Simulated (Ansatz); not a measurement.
Relaxation of SbAs2⁺ with RKS r2SCAN-D4/def2-TZVP.

```sh
$ ansatz run in.yaml --threads 4 --pin off --events-out ev --progress --plain --max-ram 3916MiB
```

```yaml
crystal:
  periodic: [false, false, false]
  atoms:
    - {symbol: As, position_ang: [0.079720, 0.178170, -0.444780]}
    - {symbol: As, position_ang: [-2.018660, 0.555170, -0.310870]}
    - {symbol: Sb, position_ang: [1.938940, -0.733340, 0.755650]}
basis:
  gaussian: {orbitals: def2-TZVP}
total_charge: 1
hamiltonian: {xc: r2scan, dispersion: d4}
scf: {lower_state_search: "off"}
output: {orbitals: {seedname: orbitals}}
relax: {f_tol: 0.02, max_steps: 100}
```

Hardware: 4 threads of Arm Neoverse V2 on a shared host. Wall time 31 s.

Positions (Å) and forces (eV/Å) at steps 1, 2, 4, 5, 7, 9, 10, 13, 15 of 15:

```xyz
3
step=1 energy=-128213.8084 eV
As    0.080    0.178   -0.445    0.371   -0.016   -0.140
As   -2.019    0.555   -0.311   -0.589    0.113    0.020
Sb    1.939   -0.733    0.756    0.217   -0.098    0.120
3
step=2 energy=-128213.8176 eV
As    0.080    0.177   -0.442    0.024   -0.046    0.093
As   -2.049    0.565   -0.320    0.095   -0.015   -0.011
Sb    1.969   -0.742    0.762   -0.119    0.061   -0.082
3
step=4 energy=-128213.8193 eV
As    0.076    0.169   -0.421   -0.024    0.002    0.007
As   -2.048    0.570   -0.331    0.012    0.001   -0.007
Sb    1.972   -0.739    0.752    0.012   -0.003    0.000
3
step=5 energy=-128213.8203 eV
As    0.049    0.140   -0.344   -0.122    0.022    0.007
As   -2.068    0.596   -0.381    0.127   -0.026   -0.001
Sb    2.019   -0.736    0.724   -0.005    0.004   -0.006
3
step=7 energy=-128213.8174 eV rejected
As   -0.041    0.058   -0.113   -0.134    0.024    0.008
As   -2.088    0.661   -0.520    0.371   -0.109    0.074
Sb    2.129   -0.719    0.634   -0.237    0.085   -0.082
3
step=9 energy=-128213.8228 eV
As   -0.011    0.085   -0.190   -0.039    0.006    0.005
As   -2.078    0.638   -0.473    0.058   -0.014    0.005
Sb    2.089   -0.724    0.663   -0.018    0.008   -0.010
3
step=10 energy=-128213.8223 eV rejected
As   -0.045    0.057   -0.110    0.025   -0.017    0.027
As   -2.077    0.659   -0.520    0.115   -0.033    0.022
Sb    2.122   -0.716    0.630   -0.140    0.050   -0.049
3
step=13 energy=-128213.8234 eV rejected
As   -0.076    0.026   -0.024   -0.027    0.009   -0.007
As   -2.061    0.675   -0.565    0.086   -0.028    0.023
Sb    2.137   -0.702    0.590   -0.059    0.019   -0.016
3
step=15 energy=-128213.8237 eV
As   -0.073    0.029   -0.031    0.004   -0.001    0.001
As   -2.059    0.673   -0.561    0.005   -0.002    0.001
Sb    2.132   -0.702    0.592   -0.009    0.003   -0.003
```

In the def2 sets Sb takes a core potential; there is no spin–orbit coupling. The restricted singlet is unstable towards broken spin symmetry in Hartree–Fock (as tested in another run); at r2SCAN-D4/def2-TZVP this wasn't settled. An occupied level of the charge 1 singlet lies above an empty one (by up to 0.27 eV), so this SCF solution is probably not the lowest. Another isomer (singlet) lies 2.61 eV lower at PBE0-D4/def2-TZVP; other spin states weren't run for this one.
